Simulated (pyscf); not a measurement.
cyclic C₂H₂N (SMILES [C]1=CN1) [doublet] → cyclic C₂H₂N (SMILES [C]1=NC1) [doublet] (hydrogen shift; doublet surface; H–N broken, C–H formed). Optimised with ωB97X-D3(BJ)/def2-SVP in PySCF. MP2 and CC: frozen core, UHF for open shells. ΔMP2 is the change of the MP2 total energy from the triple- to the quadruple-zeta basis. Energies in kcal/mol from the reactant's lowest minimum found.

```json
[
 {"level": "PBE/def2-TZVP", "barrier": "(withheld)", "reaction energy": "-25.5"},
 {"level": "PBE0-D3(BJ)/def2-TZVP", "barrier": "34.2", "reaction energy": "-25.1"},
 {"level": "M06-2X/def2-TZVP", "barrier": "36.4", "reaction energy": "-25.5"},
 {"level": "ωB97M-D3(BJ)/def2-TZVP", "barrier": "35.6", "reaction energy": "-25.6"},
 {"level": "MP2/def2-QZVPP", "barrier": "34.4", "reaction energy": "-29.0"},
 {"level": "CCSD/def2-TZVPP", "barrier": "33.9", "reaction energy": "-28.3"},
 {"level": "CCSD(T)/def2-TZVPP + ΔMP2(QZVPP)", "barrier": "(withheld)", "reaction energy": "(withheld)"}
]
```

Q: Fill in the missing entries.

A: 
- PBE/def2-TZVP, barrier: 31.6
- CCSD(T)/def2-TZVPP + ΔMP2(QZVPP), barrier: 32.5
- CCSD(T)/def2-TZVPP + ΔMP2(QZVPP), reaction energy: -28.2

cyclic C₂H₂N (SMILES [C]1=CN1) [doublet] lies 75.7 kcal/mol over its isomer •H₂C–C≡N (electronic energy, ωB97M-D3(BJ)). cyclic C₂H₂N (SMILES [C]1=NC1) [doublet] lies 50.1 kcal/mol over its isomer •H₂C–C≡N (electronic energy, ωB97M-D3(BJ)). One saddle was located; it need not be the lowest between these sides. The CCSD(T) − MP2 part came from Ansatz, without density fitting, on the same reference.
